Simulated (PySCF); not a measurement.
Compound: 4,5-dimethyl-1,2,3-triazine, C5H7N3.
Numbering: `[CH3:1][c:2]1[cH:3][n:4][n:5][n:6][c:7]1[CH3:8]`

NICS is the negative of the GIAO shielding at a point without a nucleus: at the ring centre (0) and 1 Å above and below it (1); zz is the component along the ring normal. Level: GIAO PBE0/pcSseg-1 (PySCF, non-relativistic, gas phase) on the GFN2-xTB geometry, one conformer.

Ring bond lengths (Å), with Mayer bond orders in brackets: C2–C3 1.390 (1.38), C3–N4 1.326 (1.42), N4–N5 1.289 (1.37), N5–N6 1.289 (1.37), N6–C7 1.329 (1.41), C7–C2 1.404 (1.23).

**Question.** Give the NICS values of each ring in ppm.

**Answer.** 
```json
{"ring": "C2–C3–N4–N5–N6–C7", "type": "6-membered ring with 3 N; formal bonds all aromatic", "NICS(0)": "-4.4", "NICS(1), two faces": "-11.6 / -11.5", "NICS(1)zz, two faces": "-27.7 / -27.7", "rms pucker (Å)": "0.00", "centre to ring atoms, mean (Å)": "1.34"}
```

**Question.** What can be read from them?

**Answer.** 
- C2–C3–N4–N5–N6–C7: mean NICS(1)zz -27.7 ppm, shielded, aromatic by this magnetic criterion (flat ring, no four-coordinate atom). NICS(0) lies 7 ppm above the mean NICS(1).

**Question.** And the bond-length index? HOMA = 1 − mean of α(R − Ropt)² over the ring bonds, with Krygowski's 1993 parameters (CC: Ropt 1.388 Å, α 257.7 Å⁻²; CN: Ropt 1.334 Å, α 93.52 Å⁻²; NN: Ropt 1.309 Å, α 130.33 Å⁻²).

**Answer.** 
- C2–C3–N4–N5–N6–C7: HOMA 0.97; the largest term is that of C7–C2, α(R − Ropt)² = 0.06. The geometric and the magnetic index point the same way.

**Question.** What field does 1 T along the ring normal induce along that normal at the second NICS(1) probe listed for ring C2–C3–N4–N5–N6–C7, 1 Å off the ring?

**Answer.** NICSzz × B0 = -27.7 ppm × 1 T = -28 μT, against the applied field.

**Question.** How shielded are the nuclei of the rings and their hydrogens (means over atoms taken as equivalent)?

**Answer.** 
```csv
atoms,environment,σ isotropic (ppm)
C2,substituted aromatic carbon,54.2
C3,aromatic CH next to a ring nitrogen,33.6
N4,pyridine-type nitrogen,-166.1
N5,pyridine-type nitrogen,-258.1
N6,pyridine-type nitrogen,-163.0
C7,substituted aromatic carbon,24.7
H on C3,aromatic hydrogen,22.76
```
